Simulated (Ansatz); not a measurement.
Consider the ligand exchange at a B–N bond: `BN(C)[SiH2]Cl` + `OBF` → `BOBF` + `CN[SiH2]Cl`.

Computed with Ansatz on PBE0-D4/def2-TZVP structures; ΔE is electronic, products minus reactants. CCSD(T)/CBS is the MP2 limit (def2-TZVPP, def2-QZVPP) plus CCSD(T) − MP2 in def2-TZVPP, frozen cores. This one scheme is used for every species. Functionals use def2-TZVPP. One conformer a species, not always the lowest.

```tsv
level	ΔE (kJ/mol)
CAM-B3LYP-D4	21.6
ωB97X-V	22.4
BHLYP	13.1
SCS-MP2/def2-TZVPP	24.2
```

Question: What does CCSD(T)/CBS give? (Best estimate.)

Answer: The calculation gave: +25.6 kJ/mol. The listed levels differ from it by -4.0, -3.2, -12.5, -1.4 kJ/mol.

Question: What do rigid-rotor, harmonic-oscillator terms from PBE0-D4/def2-TZVP frequencies (298.15 K, 1 bar) make of the CCSD(T)/CBS value? (An estimate is asked.)

Answer: Ansatz gave: ΔZPE = -2.5 kJ/mol, ΔH = +24.5 kJ/mol, ΔS = 14 J/(mol·K), ΔG = +20.3 kJ/mol.

Largest T1 diagnostic among the species: 0.013.

The D4 term adds +6.3 kJ/mol with B3LYP and +3.4 kJ/mol with PBE0; it sums over pairs of atoms, weighted by their polarisabilities, and B3LYP, whose exchange is more repulsive, gets the larger term. At CCSD(T), def2-SVP lies +3.8 kJ/mol from the extrapolated value and def2-TZVPP +2.0 kJ/mol.

B3LYP here is the variant with VWN-RPA as its local correlation; programs differ in this.
